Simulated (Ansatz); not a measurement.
Reaction (ligand exchange at a B–C bond): `BCCBC` + `CC(O)[SiH3]` → `BOC(C)[SiH3]` + `CBCC`

Computed with Ansatz on PBE0-D4/def2-TZVP structures; ΔE is electronic, products minus reactants. CCSD(T)/CBS is the MP2 limit (def2-TZVPP, def2-QZVPP) plus CCSD(T) − MP2 in def2-TZVPP, frozen cores. DFT in def2-TZVPP. Each species was taken in one conformer, which may not be the lowest.

`BCCBC`:

```xyz
15

B    -1.907    1.520    0.472
C    -0.493    1.094    0.020
C    -0.575   -0.421    0.351
B     0.670   -1.309    0.015
C     1.976   -0.799   -0.654
H    -2.838    1.442   -0.280
H    -2.122    1.803    1.618
H     0.329    1.538    0.587
H    -0.289    1.217   -1.046
H    -0.789   -0.586    1.419
H    -1.434   -0.897   -0.150
H     0.568   -2.481    0.269
H     2.111    0.284   -0.655
H     2.872   -1.285   -0.260
H     1.921   -1.120   -1.707
```

`CC(O)[SiH3]`:

```xyz
12

C     0.376   -1.325   -0.085
C    -0.060   -0.010    0.536
O    -1.426   -0.036    0.934
Si    0.111    1.453   -0.658
H     1.427   -1.292   -0.383
H     0.262   -2.149    0.629
H    -0.225   -1.558   -0.967
H     0.582    0.201    1.407
H    -1.557   -0.785    1.523
H    -0.703    1.206   -1.877
H     1.542    1.582   -1.050
H    -0.329    2.714   -0.008
```

`BOC(C)[SiH3]`:

Z-matrix (Å, degrees):
```
C
O 1 1.432
Si 1 1.900 2 107.7
C 1 1.514 2 109.1 3 123.0
H 1 1.099 2 108.7 3 -117.5
B 2 1.340 1 122.4 3 116.8
H 3 1.488 1 109.1 2 -177.7
H 3 1.486 1 109.6 2 62.6
H 3 1.486 1 109.6 2 -58.0
H 4 1.093 1 110.5 2 -179.4
H 4 1.092 1 110.9 2 -59.2
H 4 1.093 1 110.7 2 60.8
H 6 1.204 2 120.2 1 0.6
H 6 1.196 2 116.9 1 -179.5
```

`CBCC`:

Cartesian coordinates in Å:
```
C 1.271 0.508 1.091
B 0.087 -0.498 0.978
C -0.870 -0.629 -0.248
C -0.670 0.300 -1.437
H 2.187 -0.082 0.930
H 1.380 0.921 2.098
H 1.277 1.318 0.359
H -0.091 -1.264 1.891
H -1.893 -0.534 0.151
H -0.837 -1.682 -0.565
H -0.771 1.349 -1.145
H -1.396 0.111 -2.231
H 0.327 0.183 -1.871
```

```
             level  ΔE (kcal/mol)  difference from CCSD(T)/CBS
           PBE0-D4          -36.3                          0.5
           ωB97M-V          -37.1                         -0.3
               PBE          -36.5                          0.3
SCS-MP2/def2-TZVPP          -37.8                         -1.0
   CCSD/def2-TZVPP          -37.3                         -0.5
CCSD(T)/def2-TZVPP          -37.4                         -0.6
     HF/def2-QZVPP          -38.6                         -1.8
SCS-MP2/def2-QZVPP          -37.5                         -0.7
      HF/CBS(def2)          -38.6                         -1.8
    CCSD/CBS(def2)          -36.6                          0.2
       CCSD(T)/CBS          -36.8                            0
```

Largest T1 diagnostic among the species: 0.013.

In def2-TZVPP, CCSD(T) changes the Hartree–Fock value by +1.1 kcal/mol (the triples alone add −0.1 kcal/mol) and MP2 by +1.2 kcal/mol.
